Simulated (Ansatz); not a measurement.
Species: 1-methylcyclopenta-1,3-diene, C₆H₈, charge 0, multiplicity 1. 
Geometry from a B3LYP-D3(BJ)/def2-TZVP (Ansatz, a program for electronic structure) optimisation:
SMILES: C1(C)CC=CC=1
```xyz
14

C      2.1773    -0.0375     0.0303
C      0.6888    -0.0542    -0.0370
C     -0.1033    -0.7733    -0.8541
C     -1.5091    -0.4754    -0.5727
C     -1.5839     0.4277     0.4184
C     -0.1915     0.7831     0.8552
H      2.6126    -0.7170    -0.7030
H      2.5365    -0.3347     1.0205
H      2.5753     0.9641    -0.1600
H      0.2380    -1.4692    -1.6086
H     -2.3453    -0.9224    -1.0919
H     -2.4805     0.8464     0.8497
H     -0.0223     0.5573     1.9149
H      0.0164     1.8533     0.7369
```

Basis-set convergence of Hartree-Fock and CCSD correlation energies (hartree) with Ansatz. Cores are frozen in the correlated levels unless marked. No spin-orbit coupling. Non-relativistic.

The Hartree-Fock reference is unstable (checked in the largest basis), which strains HF and MP2. 

```csv
basis,functions,E(HF),"E(corr, CCSD)"
cc-pVDZ,124,-231.85080,-0.86266
cc-pVTZ,292,-231.91043,-1.02050
cc-pVQZ,570,-231.92494,-1.06928
```

Extrapolating the two largest sets (X = 3 and 4) as X^-3: E(corr) = (64·(-1.06928) - 27·(-1.02050))/37 = -1.1049 Eh, an estimate of the basis-set limit. The largest set recovers 96.8 % of it, the smallest 78.1 %.
